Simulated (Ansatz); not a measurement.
## How basis sets differ on C2H4BCl (SMILES C=CBCl)

C2H4BCl has 8 atoms, charge 0, and is taken as a singlet. As SMILES, `C=CBCl`. Geometry: relaxed at PBE0-D4/def2-TZVP. This is one conformer, not always the lowest.

```xyz
8

C     0.3574    1.2199   -0.2600
C     0.3538    0.0577    0.4011
B    -0.5286   -1.0944   -0.0864
Cl   -0.5551   -2.6276    0.7566
H    -0.2597    1.3604   -1.1428
H     0.9651    2.0670    0.0449
H     0.9840   -0.0487    1.2813
H    -1.2250   -0.9915   -1.0504
```

Quantity: the dipole moment, in D. The values are calculated.

```
                           level          kind  program  value (D)  CPU time
                       HF/STO-3G  Hartree–Fock   Ansatz       2.78    0.39 s
                        HF/3-21G  Hartree–Fock   Ansatz       3.18    0.67 s
HF/6-31G** (spherical functions)  Hartree–Fock   Ansatz       2.54     2.5 s
                     HF/def2-SVP  Hartree–Fock   Ansatz       2.18       2 s
                      HF/pcseg-2  Hartree–Fock   Ansatz       2.32      14 s
```

The values span 2.18 to 3.18 D. Sets without polarisation functions give poor dipoles. Without the sets that lack polarisation functions the rows with a basis span only 2.18 to 2.54 D. Times are those of the runs behind each value, whatever else they computed, on shared processors of several kinds: orders of magnitude only.
